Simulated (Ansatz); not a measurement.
Input for Ansatz (development build ahead of 0.2.0):

```yaml
crystal:
  periodic: [false, false, false]
  atoms:
    - { symbol: Pd, position_ang: [0.0, 0.0, 0.0] }
    - { symbol: Pd, position_ang: [0.0, 0.0, 2.5] }
basis:
  gaussian: { orbitals: def2-SVP }
magnetization:
  spin_polarized: true
  initial_magnetization: 2
hamiltonian:
  xc: hf
output:
  forces: true
```

The input is written out in the form of the current development build from the run's settings. The basis set brings a core potential for Pd, so the total leaves out those core electrons.

Output:

```json
{
 "Converged": "yes",
 "Total energy": "-254.01086 hartree",
 "Spin squared of the determinant": "2.027",
 "Stability test": "minimum"
}
```

Forces (eV/Å):
```
atom     Fx     Fy      Fz
 Pd1  0.000  0.000  -1.560
 Pd2  0.000  0.000   1.560
```
